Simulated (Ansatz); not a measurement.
H3Cl2FSi2 (SMILES F[Si]([SiH3])(Cl)Cl), singlet, geometry from GFN2-xTB; HF/6-311+G(2d,p) (Ansatz, a first-principles code).

Ansatz was given this input:
Ansatz 0.2 input:
```yaml
crystal:
  periodic: [false, false, false]
  atoms:
    - {symbol: F, position_ang: [-0.72406784, -0.14761564, 1.64020477]}
    - {symbol: Si, position_ang: [-0.09845822, -0.01146402, 0.15373175]}
    - {symbol: Si, position_ang: [2.19504154, -0.20065566, 0.35275229]}
    - {symbol: Cl, position_ang: [-0.79399087, 1.77211769, -0.48024373]}
    - {symbol: Cl, position_ang: [-1.02650358, -1.47642154, -0.87557294]}
    - {symbol: H, position_ang: [2.55043641, -1.47462346, 0.98169925]}
    - {symbol: H, position_ang: [2.72816758, 0.88569107, 1.17759528]}
    - {symbol: H, position_ang: [2.83424589, -0.13968581, -0.96303069]}
basis:
  gaussian:
    orbitals: 6-311+G_2d_p_.json
hamiltonian:
  xc: hf
```
The basis file holds 6-311+G(2d,p) in the JSON format of the Basis Set Exchange.

The log (banner, timings and long lists left out):

```
Functional definition: HF
1773 factors; their error is unknown
mean field evaluation 1: about -43489.0004 eV, gradient 3.1e1 eV
mean field evaluation 2: about -43490.7927 eV, gradient 2.0e1 eV
mean field evaluation 4: about -43491.4454 eV, gradient 7.5e-1 eV
mean field evaluation 8: about -43491.7096 eV, gradient 5.9e-1 eV
mean field -43491.70967768 eV, -1598.2908509150 hartree, gradient 1.0e-5 eV, S^2 0.000000; 0 other end points of the search recorded, 0 dependent functions left out
reference -43491.70967768 eV, -1598.2908509150 hartree; 37, 37 occupied and 148, 148 virtual orbitals, 1773 factors
Total energy: -43491.70967768 eV, -1598.2908509150 hartree
```
